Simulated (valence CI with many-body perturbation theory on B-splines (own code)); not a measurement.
# Er35+: E2, M1, M2 decay

Computed by relativistic CI+MBPT: five valence electrons over a frozen Dirac-Fock core [Ar] 3d10, a basis of 11 s, 11 p, 10 d, 8 f, 5 g, 2 h functions for each j, with the one-electron correlation potential Σ1, the two-electron term Σ2, the three-electron term Σ3, Breit, model QED; selected CI, second order for the rest, scaled by the run's own slope (own B-spline code, finite nucleus).

No measured spectrum was set against this ion. As an estimate, large intervals hold to a few tenths of a per cent, small ones and those within an open d or f shell to about a per cent. Among the levels kept, up to 2100 cm⁻¹ of a level comes from second order outside the variational space, and about a tenth of that is noise between levels of different J, which matters for small intervals.

Lines 1 to 24 of 24 in falling wavelength, among levels below 421.51 eV, chosen from the decays that carry over 1 % of a level's rate. Wavelengths and rates use the calculated energies. Electric multipoles are in the length gauge, E1 and E2 with the static RPA response of the core. Weak lines are less certain than strong ones. Lines between different terms over intervals too small for the method are left out, as are lines whose strength nearly cancels. Branching is blank where the lifetime is uncertain.

Levels are named by their leading jj configuration (3d3/2^4 stands for four electrons in 3d with j = 3/2), which in mixed levels can hold well under half, so a name can repeat and another be missing. Letters in brackets count levels of one name in rising energy.

| λ vac (Å) | Upper | Lower | Type | A (s⁻¹) | Branch % |
| --- | --- | --- | --- | --- | --- |
| 2371 | (4s^2 4p1/2 4p3/2 4d5/2) J=9/2 | (4s^2 4p1/2 4p3/2 4d5/2) J=7/2 [a] | M1 | 3.44e+02 |  |
| 935.7 | (4s^2 4p1/2 4p3/2 4d5/2) J=9/2 | (4s^2 4p1/2 4p3/2 4d3/2) J=7/2 | M1 | 1.45e+04 |  |
| 321.6 | (4s^2 4p1/2 4p3/2 4d3/2) J=7/2 | (4s^2 4p1/2^2 4d5/2) J=5/2 | M1 | 1.15e+04 | 5.8 |
| 266.9 | (4s^2 4p3/2^2 4d5/2) J=9/2 | (4s^2 4p1/2 4p3/2 4d5/2) J=7/2 [b] | M1 | 4.48e+05 | 21.9 |
| 239.3 | (4s^2 4p1/2 4p3/2 4d5/2) J=9/2 | (4s^2 4p1/2^2 4d5/2) J=5/2 | E2 | 9.67e+03 |  |
| 225.9 | (4s^2 4p1/2 4p3/2^2) J=3/2 | (4s^2 4p1/2^2 4p3/2) J=3/2 | M1 | 1.72e+06 | 99.5 |
| 222.6 | (4s^2 4p3/2^3) J=3/2 | (4s^2 4p1/2 4p3/2^2) J=1/2 | M1 | 4.34e+05 | 12.2 |
| 218.9 | (4s^2 4p1/2 4p3/2 4d3/2) J=7/2 | (4s 4p1/2^2 4p3/2^2) J=5/2 | M1 | 2.53e+03 | 1.3 |
| 215.4 | (4s^2 4p3/2^2 4d5/2) J=9/2 | (4s^2 4p1/2 4p3/2 4d5/2) J=9/2 | M1 | 7.97e+05 | 39.1 |
| 215.4 | (4s^2 4p3/2^2 4d5/2) J=9/2 | (4s^2 4p1/2 4p3/2 4d5/2) J=9/2 | E2 | 2.09e+04 | 1.0 |
| 207.7 | (4s^2 4p1/2 4p3/2^2) J=5/2 | (4s^2 4p1/2^2 4p3/2) J=3/2 | M1 | 3.08e+05 | 88.7 |
| 207.7 | (4s^2 4p1/2 4p3/2^2) J=5/2 | (4s^2 4p1/2^2 4p3/2) J=3/2 | E2 | 3.90e+04 | 11.2 |
| 206.5 | (4s^2 4p1/2 4p3/2 4d3/2) J=7/2 | (4s^2 4p1/2^2 4d3/2) J=3/2 | E2 | 1.97e+04 | 9.9 |
| 200.8 | (4s^2 4p3/2^3) J=3/2 | (4s^2 4p1/2 4p3/2^2) J=5/2 | M1 | 5.65e+05 | 15.9 |
| 200.8 | (4s^2 4p3/2^3) J=3/2 | (4s^2 4p1/2 4p3/2^2) J=5/2 | E2 | 8.08e+04 | 2.3 |
| 197.4 | (4s^2 4p3/2^2 4d5/2) J=9/2 | (4s^2 4p1/2 4p3/2 4d5/2) J=7/2 [a] | M1 | 6.70e+05 | 32.8 |
| 197.4 | (4s^2 4p3/2^2 4d5/2) J=9/2 | (4s^2 4p1/2 4p3/2 4d5/2) J=7/2 [a] | E2 | 2.06e+04 | 1.0 |
| 188.7 | (4s^2 4p1/2 4p3/2^2) J=1/2 | (4s^2 4p1/2^2 4p3/2) J=3/2 | M1 | 1.21e+06 | 96.5 |
| 188.7 | (4s^2 4p1/2 4p3/2^2) J=1/2 | (4s^2 4p1/2^2 4p3/2) J=3/2 | E2 | 4.42e+04 | 3.5 |
| 186.3 | (4s^2 4p3/2^3) J=3/2 | (4s^2 4p1/2 4p3/2^2) J=3/2 | M1 | 2.44e+06 | 68.7 |
| 177.4 | (4s^2 4p1/2 4p3/2 4d5/2) J=9/2 | (4s 4p1/2^2 4p3/2^2) J=5/2 | E2 | 4.60e+03 |  |
| 175.1 | (4s^2 4p3/2^2 4d5/2) J=9/2 | (4s^2 4p1/2 4p3/2 4d3/2) J=7/2 | M1 | 4.97e+04 | 2.4 |
| 97.26 | (4s^2 4p3/2^2 4d5/2) J=9/2 | (4s 4p1/2^2 4p3/2^2) J=5/2 | E2 | 2.21e+04 | 1.1 |
| 85.22 | (4s^2 4p1/2 4p3/2 4d5/2) J=9/2 | (4s^2 4p1/2 4p3/2^2) J=5/2 | M2 | 3.59e+03 |  |
